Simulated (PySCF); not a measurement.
C2H5NOSi, SMILES C([Si@H](N)O)#C.

Geometry optimised at B3LYP-D3(BJ)/def2-SVP. The structure was generated by enumeration; whether it is a known compound was not checked. Other conformers were not sampled.

Method: TDDFT-CAM-B3LYP/def2-SVPD (PySCF 2.14.0).

Vertical excitations. Gas-phase values at a fixed geometry.

Computed UV-visible absorptions:
```csv
state,energy (eV),λ (nm),f,main pairs
S1,5.99,207,0.000,"HOMO−1→LUMO+1 30 %, HOMO−2→LUMO 27 %, HOMO−2→LUMO+2 15 %, HOMO→LUMO 9 %"
S2,6.26,198,0.001,"HOMO−1→LUMO+1 31 %, HOMO−1→LUMO 13 %, HOMO−2→LUMO+2 11 %, HOMO−2→LUMO 10 %"
S3,6.28,198,0.001,"HOMO−2→LUMO+1 21 %, HOMO−1→LUMO+1 20 %, HOMO−1→LUMO+2 16 %, HOMO−1→LUMO 15 %"
S4,6.69,185,0.033,"HOMO→LUMO 55 %, HOMO→LUMO+1 17 %, HOMO−2→LUMO 11 %"
S5,7.21,172,0.050,"HOMO→LUMO+1 61 %, HOMO→LUMO 18 %"
S6,7.66,162,0.014,HOMO→LUMO+2 71 %
S7,7.95,156,0.057,"HOMO−3→LUMO 31 %, HOMO−2→LUMO+2 23 %, HOMO−2→LUMO 11 %, HOMO→LUMO+4 10 %"
S8,8.03,154,0.071,"HOMO−1→LUMO+2 38 %, HOMO−1→LUMO 28 %, HOMO−1→LUMO+3 10 %, HOMO−2→LUMO+2 6 %"
S9,8.16,152,0.059,"HOMO−3→LUMO 34 %, HOMO−2→LUMO+2 20 %, HOMO→LUMO+3 11 %, HOMO−2→LUMO+3 9 %"
S10,8.38,148,0.033,HOMO→LUMO+4 51 %
T1,4.91,252,0,"HOMO−2→LUMO+1 29 %, HOMO−1→LUMO 26 %, HOMO−1→LUMO+2 18 %, HOMO→LUMO+1 5 %"
T2,5.39,230,0,"HOMO−2→LUMO+1 25 %, HOMO−1→LUMO 18 %, HOMO−1→LUMO+2 17 %, HOMO−2→LUMO 10 %"
T3,5.39,230,0,"HOMO−1→LUMO+1 30 %, HOMO−2→LUMO+2 15 %, HOMO−2→LUMO 13 %, HOMO−2→LUMO+1 9 %"
T4,6.03,206,0,"HOMO−1→LUMO+1 41 %, HOMO→LUMO 15 %, HOMO−2→LUMO 15 %, HOMO−2→LUMO+2 11 %"
```
Triplets are in the Tamm–Dancoff approximation, which puts them higher than full response would, so one can lie above its singlet here.
